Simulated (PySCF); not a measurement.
AlBr$_{3}$, SMILES `[Br][Al]([Br])[Br]`, neutral singlet in the gas phase. 

Cartesian coordinates (Å):
SMILES: [Br][Al]([Br])[Br]
```xyz
4

Br    -1.8487    -1.2600     0.0777
Al     0.0000    -0.0001     0.0002
Br     2.0146    -0.9723    -0.0850
Br    -0.1659     2.2324     0.0071
```
Charge 0, spin multiplicity 1.

All levels are single points at this geometry (B3LYP-D3(BJ)/def2-TZVP); Pople sets use spherical d functions. Orbital energies aren't observables, and empty levels follow the basis.

```csv
level,HOMO (eV),LUMO (eV),gap (eV),dipole (D),"vertical IE, Delta-SCF (eV)"
PBE-D3(BJ)/def2-TZVP in PySCF,-7.36,-2.45,4.92,0.00,–
ωB97X-D3(BJ)/def2-TZVP in PySCF,-11.03,0.37,11.40,0.00,11.15
B3LYP/3-21G in PySCF,-8.15,-1.84,6.31,0.00,–
B3LYP/6-31G* in PySCF,-8.32,-1.93,6.39,0.00,10.41
B3LYP/LANL2DZ in PySCF,-8.57,-2.30,6.27,0.00,–
M06-2X/6-31G* in PySCF,-9.88,-1.09,8.79,0.00,–
SVWN5/6-31G* in PySCF,-7.49,-2.78,4.70,0.00,10.20
HF/3-21G in PySCF,-11.49,1.01,12.50,0.00,–
HF/STO-3G in PySCF,-8.78,6.14,14.92,0.00,–
```
